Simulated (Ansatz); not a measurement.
Born–Oppenheimer molecular dynamics of BH5O2Si (9 atoms, charge 0, multiplicity 1). It starts at the highest image of a converged band. Of that band: Neighbouring images differ by up to 2.9 eV, so the band resolves the path poorly. A vibrational analysis at the climbing image gives one clearly imaginary mode, 1564i cm⁻¹: a first-order saddle point.

Theory: UKS CAM-B3LYP-D4/6-31G (Ansatz 0.2.0).

| Item | Value |
| --- | --- |
| ensemble | NVE (velocity Verlet) |
| time step | 0.5 fs |
| steps asked | 131 |
| starting velocities drawn for | 100 K |
| seed | 9516 |

First frame:

```xyz
9
Properties=species:S:1:pos:R:3
O -2.169 -0.629 0.379
B -1.074 0.190 0.381
O 0.078 -0.269 -0.201
Si 1.944 -0.208 -0.639
H -2.992 -0.319 0.784
H -1.089 1.280 0.870
H 2.105 1.028 -1.497
H 2.634 0.174 0.653
H 0.652 -1.293 -0.748
```

How far do the bonds stretch over the last three quarters of this one trajectory? (Pairs bonded in most of those frames.)


| bond | mean (Å) | spread (Å) | shortest | longest |
| --- | --- | --- | --- | --- |
| O1–B2 | 1.379 | 0.023 | 1.34 | 1.42 |
| O1–H5 | 0.969 | 0.011 | 0.95 | 0.99 |
| B2–O3 | 1.360 | 0.041 | 1.27 | 1.41 |
| B2–H6 | 1.201 | 0.012 | 1.18 | 1.22 |
| O3–Si4 | 1.730 | 0.078 | 1.63 | 1.91 |
| Si4–H7 | 1.522 | 0.064 | 1.42 | 1.66 |
| Si4–H8 | 1.523 | 0.044 | 1.46 | 1.62 |
| Si4–H9 | 1.644 | 0.196 | 1.30 | 1.93 |

Mean temperature of the second half: 1582 K. The conserved energy stayed within 0.75 meV per atom of its start (net change 0.13 meV per atom), so the integration is sound. The system heated up, since it started high on the potential surface and ran downhill. A run of 0.066 ps of so small a system gives no equilibrium averages. The orbitals stay closed-shell, which can raise the energy where a bond breaks towards radicals; this wasn't checked here. Limits of this set-up: no polarisation functions.

The run took 6.6 min on 1 thread of Arm Neoverse V2, on a shared host, peak memory 0.16 GiB.
